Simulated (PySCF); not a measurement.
Record of a relaxation.

Compound: C5H6F2.
SMILES with atom numbers: `[CH3:1][C@@H:2]([F:3])[C@@H:4]1[CH:5]=[C:6]1[F:7]` (hydrogens: H8, H9, H10 on C1; H11 on C2; H12 on C4; H13 on C5)

Computed by this run: PBE0-D3(BJ)/def2-SVP geometry optimisation, gas phase in PySCF 2.14.0; density fitting, grid level 1; the optimiser is geomeTRIC in internal coordinates, started from a GFN2-xTB structure with every atom displaced at random (about 0.01 Å). 11 of its 13 geometries are shown. The frame can shift and turn from step to step; on so coarse a grid that alone can change the energy by a few meV, and forces under 0.02 eV/Å are noise.

Step 0: E = -10694.3207 eV, largest atomic force 2.057 eV/Å
```
atom  x, y, z in Å  |  force x, y, z in eV/Å
C1     -1.603    0.579   -0.394   -0.273   1.778   0.885
C2     -0.639   -0.076    0.536    0.606  -0.637   0.096
F3     -1.287   -1.144    1.145    0.205  -0.044  -0.157
C4      0.620   -0.589   -0.200   -1.904   0.562   0.537
C5      1.937   -0.704    0.498    0.021   1.518  -1.135
C6      1.791    0.260   -0.357    0.563   0.026   0.007
F7      2.285    1.294   -1.001   -0.181  -0.386   0.261
H8     -1.144    1.479   -0.860   -0.164  -0.348   0.106
H9     -1.928   -0.086   -1.158   -0.298  -0.896  -1.014
H10    -2.508    0.916    0.164    0.383  -0.141  -0.233
H11    -0.343    0.598    1.363    0.130   0.091  -0.186
H12     0.339   -1.319   -0.956   -0.075  -0.430  -0.486
H13     2.484   -1.225    1.211    0.988  -1.093   1.318
```

Step 1: E = -10694.4151 eV, largest atomic force 1.066 eV/Å
```
atom  x, y, z in Å  |  force x, y, z in eV/Å
C1     -1.245    0.979   -0.782   -0.037  -0.349  -0.195
C2     -0.649    0.361    0.464   -0.377   0.281   0.206
F3     -1.667   -0.094    1.289    0.053   0.007  -0.079
C4      0.284   -0.780    0.176    0.114  -0.303  -0.571
C5      1.570   -1.025    0.984    0.283  -0.564   0.860
C6      1.685   -0.571   -0.209    0.346   0.274  -0.626
F7      2.478   -0.269   -1.208   -0.213   0.062   0.147
H8     -0.424    1.383   -1.381    0.128   0.207  -0.167
H9     -1.746    0.217   -1.413   -0.013   0.189   0.273
H10    -1.948    1.797   -0.552    0.060  -0.191   0.043
H11    -0.102    1.143    1.024    0.057  -0.068   0.039
H12    -0.224   -1.656   -0.290   -0.094   0.208   0.312
H13     2.004   -1.492    1.877   -0.308   0.246  -0.242
```

Step 2: E = -10694.4549 eV, largest atomic force 0.258 eV/Å
```
atom  x, y, z in Å  |  force x, y, z in eV/Å
C1     -1.240    0.971   -0.786    0.115  -0.051  -0.119
C2     -0.632    0.364    0.458   -0.124   0.007   0.052
F3     -1.644   -0.088    1.287   -0.003   0.021  -0.038
C4      0.291   -0.789    0.154    0.138   0.115  -0.185
C5      1.565   -1.036    0.983    0.138  -0.159  -0.127
C6      1.696   -0.564   -0.213    0.082  -0.138   0.107
F7      2.489   -0.224   -1.195   -0.083   0.055   0.073
H8     -0.446    1.393   -1.423   -0.052   0.008   0.046
H9     -1.771    0.208   -1.378   -0.033   0.018   0.077
H10    -1.943    1.773   -0.526   -0.061   0.012   0.011
H11    -0.068    1.134    1.017    0.011  -0.021  -0.006
H12    -0.237   -1.656   -0.286   -0.053   0.032   0.093
H13     1.954   -1.493    1.888   -0.075   0.100   0.016
```

Step 4: E = -10694.4676 eV, largest atomic force 0.152 eV/Å
```
atom  x, y, z in Å  |  force x, y, z in eV/Å
C1     -1.255    0.971   -0.788   -0.044   0.053   0.050
C2     -0.610    0.376    0.442    0.040  -0.051  -0.047
F3     -1.610   -0.084    1.280   -0.011  -0.015   0.053
C4      0.312   -0.780    0.124   -0.033   0.135   0.062
C5      1.564   -1.060    0.980    0.001  -0.095  -0.117
C6      1.728   -0.584   -0.209   -0.058  -0.063   0.076
F7      2.539   -0.216   -1.161    0.038   0.038  -0.021
H8     -0.498    1.410   -1.455    0.012  -0.014  -0.008
H9     -1.804    0.195   -1.341   -0.002  -0.026  -0.040
H10    -1.969    1.757   -0.502    0.012   0.000  -0.009
H11    -0.040    1.144    0.996   -0.003   0.016  -0.022
H12    -0.243   -1.637   -0.297    0.029  -0.020  -0.047
H13     1.901   -1.499    1.911    0.020   0.043   0.071
```

Step 5: E = -10694.4705 eV, largest atomic force 0.113 eV/Å
```
atom  x, y, z in Å  |  force x, y, z in eV/Å
C1     -1.262    0.970   -0.788   -0.067  -0.014   0.043
C2     -0.602    0.378    0.437   -0.018  -0.032  -0.016
F3     -1.591   -0.079    1.291   -0.008   0.011   0.026
C4      0.314   -0.780    0.116   -0.051   0.063   0.039
C5      1.559   -1.072    0.978    0.000  -0.113   0.004
C6      1.731   -0.588   -0.204    0.025  -0.005  -0.003
F7      2.550   -0.200   -1.143    0.020   0.008  -0.008
H8     -0.511    1.403   -1.464    0.020  -0.002  -0.017
H9     -1.818    0.191   -1.332    0.017   0.007  -0.015
H10    -1.973    1.758   -0.498    0.019  -0.004  -0.004
H11    -0.026    1.149    0.981    0.003   0.008  -0.020
H12    -0.242   -1.634   -0.313    0.039   0.020  -0.037
H13     1.886   -1.504    1.918    0.002   0.053   0.006
```

Step 6: E = -10694.4733 eV, largest atomic force 0.148 eV/Å
```
atom  x, y, z in Å  |  force x, y, z in eV/Å
C1     -1.280    0.964   -0.784   -0.050  -0.065   0.003
C2     -0.588    0.384    0.428   -0.067   0.016   0.019
F3     -1.553   -0.065    1.316    0.018   0.022  -0.018
C4      0.320   -0.775    0.097   -0.051  -0.062   0.019
C5      1.548   -1.096    0.976   -0.018  -0.085   0.078
C6      1.744   -0.598   -0.196    0.102   0.102  -0.034
F7      2.583   -0.178   -1.103   -0.018  -0.046   0.008
H8     -0.543    1.387   -1.482    0.011   0.014  -0.017
H9     -1.849    0.180   -1.311    0.025   0.033   0.018
H10    -1.982    1.757   -0.487    0.016  -0.001   0.001
H11    -0.001    1.163    0.949    0.011  -0.004  -0.015
H12    -0.234   -1.619   -0.356    0.025   0.044  -0.014
H13     1.849   -1.512    1.933   -0.004   0.032  -0.047
```

Step 7: E = -10694.4740 eV, largest atomic force 0.115 eV/Å
```
atom  x, y, z in Å  |  force x, y, z in eV/Å
C1     -1.287    0.960   -0.784   -0.011  -0.044  -0.013
C2     -0.585    0.388    0.425   -0.041   0.007   0.036
F3     -1.540   -0.055    1.325    0.006   0.019  -0.014
C4      0.322   -0.772    0.094   -0.009  -0.055  -0.018
C5      1.544   -1.106    0.977   -0.032  -0.033   0.054
C6      1.750   -0.597   -0.189    0.070   0.089  -0.014
F7      2.595   -0.169   -1.087   -0.018  -0.050   0.005
H8     -0.556    1.378   -1.491    0.002   0.011  -0.006
H9     -1.860    0.175   -1.302    0.010   0.018   0.016
H10    -1.984    1.756   -0.485    0.007   0.000   0.003
H11     0.007    1.170    0.935    0.009  -0.001  -0.009
H12    -0.229   -1.610   -0.373    0.007   0.028  -0.011
H13     1.839   -1.525    1.933    0.000   0.010  -0.028
```

Step 8: E = -10694.4748 eV, largest atomic force 0.059 eV/Å
```
atom  x, y, z in Å  |  force x, y, z in eV/Å
C1     -1.297    0.955   -0.782    0.026   0.006  -0.020
C2     -0.581    0.392    0.423    0.007   0.003   0.013
F3     -1.526   -0.045    1.336    0.004   0.005  -0.009
C4      0.326   -0.768    0.087    0.035  -0.023  -0.027
C5      1.538   -1.115    0.978   -0.022   0.021  -0.009
C6      1.759   -0.594   -0.181   -0.005   0.044   0.039
F7      2.614   -0.169   -1.069   -0.008  -0.030  -0.001
H8     -0.574    1.369   -1.501   -0.007   0.000   0.009
H9     -1.875    0.168   -1.289   -0.011  -0.006   0.005
H10    -1.989    1.754   -0.480   -0.008   0.002   0.000
H11     0.017    1.178    0.920    0.001   0.002  -0.002
H12    -0.221   -1.597   -0.397   -0.016  -0.005  -0.001
H13     1.824   -1.537    1.935    0.004  -0.018   0.003
```

Step 10: E = -10694.4752 eV, largest atomic force 0.039 eV/Å
```
atom  x, y, z in Å  |  force x, y, z in eV/Å
C1     -1.304    0.952   -0.782    0.006   0.015   0.001
C2     -0.576    0.397    0.419    0.016  -0.001  -0.009
F3     -1.512   -0.038    1.342   -0.006   0.000   0.003
C4      0.331   -0.762    0.081    0.007   0.009  -0.014
C5      1.532   -1.119    0.981    0.005   0.030   0.000
C6      1.766   -0.588   -0.171   -0.023  -0.024   0.020
F7      2.630   -0.172   -1.055    0.009   0.002   0.000
H8     -0.590    1.364   -1.511    0.000  -0.005   0.002
H9     -1.888    0.161   -1.275   -0.004  -0.005  -0.004
H10    -1.995    1.752   -0.477   -0.002   0.000  -0.001
H11     0.025    1.187    0.908   -0.003   0.003   0.000
H12    -0.214   -1.586   -0.415   -0.004  -0.007   0.002
H13     1.810   -1.555    1.934   -0.002  -0.017   0.002
```

Step 11: E = -10694.4752 eV, largest atomic force 0.025 eV/Å
```
atom  x, y, z in Å  |  force x, y, z in eV/Å
C1     -1.305    0.952   -0.782   -0.002   0.004   0.002
C2     -0.575    0.398    0.419    0.005   0.001  -0.007
F3     -1.509   -0.037    1.342   -0.005   0.003   0.000
C4      0.332   -0.761    0.080   -0.007   0.005  -0.005
C5      1.532   -1.119    0.981    0.006   0.019   0.013
C6      1.767   -0.587   -0.169   -0.006  -0.024   0.001
F7      2.632   -0.173   -1.053    0.006   0.003   0.005
H8     -0.593    1.363   -1.512    0.002  -0.002  -0.002
H9     -1.890    0.160   -1.273    0.001   0.000  -0.002
H10    -1.996    1.751   -0.476    0.002   0.000  -0.001
H11     0.026    1.188    0.906   -0.001   0.001  -0.001
H12    -0.213   -1.585   -0.416    0.002   0.000   0.001
H13     1.807   -1.558    1.934   -0.003  -0.010  -0.004
```

Step 12: E = -10694.4752 eV, largest atomic force under 0.02 eV/Å
```
atom  x, y, z in Å  |  force x, y, z in eV/Å
C1     -1.306    0.952   -0.782   -0.003  -0.003   0.000
C2     -0.574    0.398    0.418   -0.003   0.003  -0.003
F3     -1.507   -0.037    1.343   -0.002   0.005  -0.004
C4      0.333   -0.760    0.079   -0.010  -0.001   0.002
C5      1.531   -1.118    0.982    0.001   0.009   0.015
C6      1.768   -0.587   -0.168    0.005  -0.016  -0.009
F7      2.634   -0.173   -1.052    0.003   0.000   0.008
H8     -0.595    1.363   -1.514    0.001   0.001  -0.002
H9     -1.891    0.159   -1.272    0.003   0.003   0.000
H10    -1.997    1.751   -0.476    0.002   0.001   0.000
H11     0.026    1.189    0.905    0.000   0.000  -0.001
H12    -0.212   -1.584   -0.418    0.003   0.003   0.000
H13     1.805   -1.561    1.933   -0.002  -0.005  -0.006
```

**Question.** Summarise the path.

**Answer.** The energy falls by 3.56 kcal/mol from step 0 to step 12; nine tenths of that is first reached at step 3. It falls at every step. The largest force goes from 2.057 to under 0.02 eV/Å. Among the bonds C4–C5 changes most, from 1.495 to 1.543 Å; the atoms move by 0.074 Å rms after alignment.

The cost below is that of the whole optimisation. Time: 81 s; peak memory 0.49 GiB. Hardware: one thread of an Arm Neoverse V1, shared host with 32 logical CPUs at a one-minute load of 15.
